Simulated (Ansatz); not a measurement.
Born–Oppenheimer molecular dynamics of CH5Cl2InO (10 atoms, charge 0, multiplicity 1). It starts at the highest image of a converged band, a first-order saddle point between two minima.

The calculation used Ansatz, RKS CAM-B3LYP/def2-SVP.

```yaml
ensemble: NVE (velocity Verlet)
time_step: 0.5 fs
steps_asked: 200
starting_velocities_drawn_for: 100 K
seed: 4634
```

Frames 1 fs apart, positions in Å.

Velocities at 25.0 fs (Å/ps):

```
In 0.75 -2.04 1.73
C -13.86 -11.24 -6.24
Cl 0.09 0.12 -1.23
Cl -0.68 0.43 0.07
H 29.75 24.44 -8.05
O 4.32 18.88 -1.82
H 10.87 11.63 0.15
H -29.27 2.62 -26.48
H 20.25 -7.95 6.80
H 0.41 16.28 -25.66
```

```xyz
10
Properties=species:S:1:pos:R:3 time_fs=25.0 energy_less_start_eV=-0.734 T=810
In -0.814 -0.126 -0.904
C 0.520 -0.823 0.772
Cl -0.290 -1.214 -2.892
Cl -3.046 0.019 -0.190
H 1.089 1.395 0.159
O 0.390 1.740 -0.468
H 1.449 -1.317 0.484
H 0.811 0.130 1.236
H 0.038 -1.453 1.561
H 0.036 2.631 -0.316
10
Properties=species:S:1:pos:R:3 time_fs=26.0 energy_less_start_eV=-0.723 T=799
In -0.814 -0.128 -0.902
C 0.506 -0.834 0.765
Cl -0.290 -1.213 -2.894
Cl -3.047 0.020 -0.190
H 1.113 1.425 0.148
O 0.395 1.759 -0.470
H 1.460 -1.306 0.482
H 0.782 0.132 1.212
H 0.058 -1.459 1.565
H 0.039 2.647 -0.340
10
Properties=species:S:1:pos:R:3 time_fs=27.0 energy_less_start_eV=-0.736 T=812
In -0.813 -0.131 -0.900
C 0.492 -0.845 0.759
Cl -0.290 -1.213 -2.895
Cl -3.048 0.020 -0.190
H 1.125 1.466 0.129
O 0.399 1.778 -0.472
H 1.469 -1.296 0.477
H 0.754 0.133 1.194
H 0.077 -1.462 1.566
H 0.046 2.664 -0.359
10
Properties=species:S:1:pos:R:3 time_fs=28.0 energy_less_start_eV=-0.753 T=827
In -0.812 -0.133 -0.898
C 0.478 -0.856 0.752
Cl -0.290 -1.213 -2.897
Cl -3.048 0.021 -0.190
H 1.128 1.516 0.107
O 0.404 1.796 -0.475
H 1.474 -1.286 0.470
H 0.725 0.132 1.182
H 0.093 -1.465 1.565
H 0.058 2.684 -0.373
10
Properties=species:S:1:pos:R:3 time_fs=29.0 energy_less_start_eV=-0.752 T=827
In -0.811 -0.135 -0.896
C 0.466 -0.866 0.745
Cl -0.290 -1.213 -2.899
Cl -3.049 0.022 -0.190
H 1.129 1.573 0.086
O 0.409 1.813 -0.478
H 1.472 -1.275 0.461
H 0.697 0.128 1.176
H 0.103 -1.470 1.565
H 0.073 2.708 -0.383
10
Properties=species:S:1:pos:R:3 time_fs=30.0 energy_less_start_eV=-0.759 T=834
In -0.810 -0.138 -0.893
C 0.454 -0.875 0.738
Cl -0.290 -1.212 -2.901
Cl -3.050 0.022 -0.190
H 1.138 1.631 0.073
O 0.413 1.831 -0.481
H 1.463 -1.263 0.450
H 0.669 0.122 1.174
H 0.107 -1.478 1.567
H 0.091 2.735 -0.390
10
Properties=species:S:1:pos:R:3 time_fs=31.0 energy_less_start_eV=-0.797 T=871
In -0.809 -0.141 -0.891
C 0.443 -0.883 0.730
Cl -0.290 -1.212 -2.903
Cl -3.051 0.024 -0.191
H 1.161 1.689 0.071
O 0.416 1.849 -0.486
H 1.447 -1.251 0.436
H 0.642 0.113 1.175
H 0.105 -1.490 1.570
H 0.112 2.763 -0.395
10
Properties=species:S:1:pos:R:3 time_fs=32.0 energy_less_start_eV=-0.822 T=894
In -0.808 -0.144 -0.889
C 0.434 -0.891 0.723
Cl -0.290 -1.211 -2.905
Cl -3.052 0.025 -0.191
H 1.192 1.747 0.077
O 0.418 1.866 -0.492
H 1.428 -1.240 0.421
H 0.617 0.101 1.181
H 0.096 -1.506 1.571
H 0.134 2.790 -0.399
10
Properties=species:S:1:pos:R:3 time_fs=33.0 energy_less_start_eV=-0.798 T=872
In -0.807 -0.147 -0.886
C 0.424 -0.897 0.715
Cl -0.290 -1.211 -2.907
Cl -3.053 0.026 -0.192
H 1.222 1.803 0.083
O 0.420 1.884 -0.498
H 1.408 -1.230 0.402
H 0.593 0.087 1.190
H 0.084 -1.523 1.568
H 0.156 2.816 -0.403
10
Properties=species:S:1:pos:R:3 time_fs=34.0 energy_less_start_eV=-0.763 T=838
In -0.806 -0.150 -0.883
C 0.415 -0.903 0.709
Cl -0.290 -1.210 -2.910
Cl -3.054 0.027 -0.192
H 1.244 1.858 0.082
O 0.422 1.903 -0.504
H 1.392 -1.224 0.381
H 0.571 0.072 1.202
H 0.068 -1.540 1.558
H 0.177 2.839 -0.409
10
Properties=species:S:1:pos:R:3 time_fs=35.0 energy_less_start_eV=-0.761 T=836
In -0.805 -0.153 -0.881
C 0.406 -0.908 0.704
Cl -0.290 -1.209 -2.912
Cl -3.055 0.029 -0.193
H 1.251 1.909 0.070
O 0.425 1.922 -0.509
H 1.381 -1.222 0.356
H 0.552 0.057 1.217
H 0.049 -1.557 1.539
H 0.195 2.860 -0.419
10
Properties=species:S:1:pos:R:3 time_fs=36.0 energy_less_start_eV=-0.791 T=865
In -0.804 -0.156 -0.878
C 0.396 -0.912 0.699
Cl -0.290 -1.208 -2.915
Cl -3.056 0.030 -0.193
H 1.246 1.954 0.049
O 0.430 1.941 -0.513
H 1.374 -1.223 0.329
H 0.537 0.041 1.234
H 0.028 -1.574 1.511
H 0.207 2.880 -0.432
```

Of the whole run (100 fs, mean temperature of the second half 790 K): The conserved energy stayed within 0.11 meV per atom of its start (net change -0.0048 meV per atom), so the integration is sound. The kinetic energy rose, since the run started high on the potential surface and went downhill. It ends in pieces (CH3Cl2In + H2O), so much of that is their flight and rotation, not heat. A run of 0.1 ps of so small a system gives no equilibrium averages. The orbitals stay closed-shell, which can raise the energy where a bond breaks towards radicals; this wasn't checked here.

Run time: 13 min on 4 threads of Arm Neoverse N1, on a shared host, peak memory 0.37 GiB.
